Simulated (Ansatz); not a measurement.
`O[B](Cl)[GaH2]` and `N[SiH2]B(O)Cl` differ in one atom or group.

Ansatz, PBE0-D4/def2-TZVP geometries, multiplicity 1. Each molecule was computed in one conformer, which needn't be the lowest.

Scalar relativity is left out up to krypton.

```csv
property,`O[B](Cl)[GaH2]`
HOMO–LUMO gap (B3LYP/def2-TZVPP) / eV,5.44
LUMO energy (PBE/def2-TZVPP) / eV,-2.55
size of the dipole moment (PBE/def2-TZVPP) / D,1.50
size of the dipole moment (ωB97M-V/def2-TZVPP) / D,1.46
LUMO energy (B3LYP/def2-TZVPP) / eV,-2.02
HOMO–LUMO gap (PBE0/def2-TZVPP) / eV,5.91
```

(1) What does the change do to each property? (Best estimate.)

## Answers

(1) Computed: 
| property | `N[SiH2]B(O)Cl` | shift |
| --- | --- | --- |
| HOMO–LUMO gap (B3LYP/def2-TZVPP) / eV | 5.79 | 0.35 |
| LUMO energy (PBE/def2-TZVPP) / eV | -1.85 | 0.70 |
| size of the dipole moment (PBE/def2-TZVPP) / D | 1.50 | 0.00 |
| size of the dipole moment (ωB97M-V/def2-TZVPP) / D | 1.52 | 0.06 |
| LUMO energy (B3LYP/def2-TZVPP) / eV | -1.11 | 0.91 |
| HOMO–LUMO gap (PBE0/def2-TZVPP) / eV | 6.19 | 0.28 |

With PBE0 the HOMO rises by 0.53 eV and the LUMO rises by 0.81 eV, so the gap widens by about 0.28 eV. PBE moves the HOMO by 0.73 eV and ωB97M-V by 0.39 eV. Dipoles are sizes alone; their direction can turn.

B3LYP here is the variant with VWN-RPA as its local correlation; programs differ in this.
